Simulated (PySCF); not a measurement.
C2H5N, SMILES C=NC (connectivity only; charge and spin as stated), charge +1, multiplicity 2. Atoms are numbered in the order given.

```xyz
8

C      0.0478     1.2597     0.0000
N     -0.2080    -0.1142     0.0000
C      0.0663    -1.3122     0.0000
H     -0.3758     1.7092    -0.9017
H     -0.3758     1.7092     0.9017
H      1.1419     1.4043     0.0000
H      1.1148    -1.6472     0.0000
H     -0.7337    -2.0613     0.0000
```
Charge +1, spin multiplicity 2.

Coordinates come from a PBE0-D3(BJ)/def2-TZVP optimisation. The spin state was assumed, not searched.

Calculation: PySCF with PBE/pcH-1.

Unrestricted Kohn–Sham, ⟨S²⟩ = 0.756. Hyperfine tensors hold the contact and dipolar terms, without spin-orbit corrections.

Computed hyperfine couplings:
```
nucleus    A(iso) (MHz)  A(iso) (G)  dipolar principal values (MHz)
---------  ------------  ----------  ------------------------------
13C no. 1         -14.0        -5.0                -8.5, -4.6, 13.2
14N no. 2          53.8        19.2              -40.7, -33.3, 74.0
13C no. 3         -43.0       -15.3                -18.6, 4.0, 14.6
1H no. 4           43.9        15.7                -6.7, -5.8, 12.5
1H no. 5           43.9        15.7                -6.7, -5.8, 12.5
1H no. 6          246.2        87.8                -8.4, -2.3, 10.7
1H no. 7          267.9        95.6                 -6.8, -2.5, 9.3
1H no. 8          206.6        73.7                -7.9, -5.2, 13.1
```

And the g tensor (effective nuclear charges for spin-orbit coupling, GIAO)? (Estimate from the structure and the level; the computed values follow.)

principal values 2.0013, 2.0022, 2.0042; isotropic 2.0025.
